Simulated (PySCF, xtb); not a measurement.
AlH, SMILES [AlH] (connectivity only; charge and spin as stated), neutral, multiplicity 1.

xtb with GFN2-xTB at its own geometry gives an orbital gap of 2.29 eV and a dipole moment of 1.58 D.

Coordinates come from a r2SCAN-D4/def2-TZVPD optimisation.

Problem. What does PySCF with PBE/def2-TZVPD give? (The exact figures need the calculation; the answer reports its results.)

Solution. gap 2.36 eV (levels -4.90 and -2.54 eV), dipole 0.15 D.
